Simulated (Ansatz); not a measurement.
`[CH3][SnH2][CH2]F`, relaxed with RKS PBE-D4/def2-SVP in Ansatz from a rough embedded geometry. The force threshold is 0.03 eV/Å; the program also tests the step.

Total charge 0; spin multiplicity 1. Sn takes the def2 core potential.

Start:

```xyz
11

C     1.317    0.050   -1.145
Sn   -0.390    0.773   -0.095
C    -1.046   -0.760    1.211
F    -0.002   -1.174    2.086
H     1.660    0.905   -1.873
H     2.159   -0.142   -0.478
H     1.082   -0.824   -1.772
H     0.038    2.153    0.823
H    -1.631    1.155   -1.201
H    -1.277   -1.693    0.641
H    -1.911   -0.442    1.804
```

```
step  energy (eV)  largest force (eV/Å)  largest move (Å)
   1  -10725.6353                 1.753             0.000
   2  -10725.7904                 0.794             0.108
   3  -10725.8150                 0.634             0.054
   4  -10725.8243                 0.275             0.026
   5  -10725.8249                 0.126             0.060
   6  -10725.8265                 0.013             0.028
```

End:

```xyz
11

C     1.355    0.087   -1.202
Sn   -0.395    0.787   -0.128
C    -1.035   -0.807    1.251
F     0.018   -1.107    2.109
H     1.779    0.900   -1.821
H     2.115   -0.249   -0.471
H     1.081   -0.763   -1.856
H     0.004    2.183    0.816
H    -1.686    1.174   -1.223
H    -1.317   -1.720    0.679
H    -1.918   -0.485    1.845
```

Run time 4.3 s (4 threads of an INTEL XEON PLATINUM 8581C on a shared host); peak host memory 0.17 GiB.
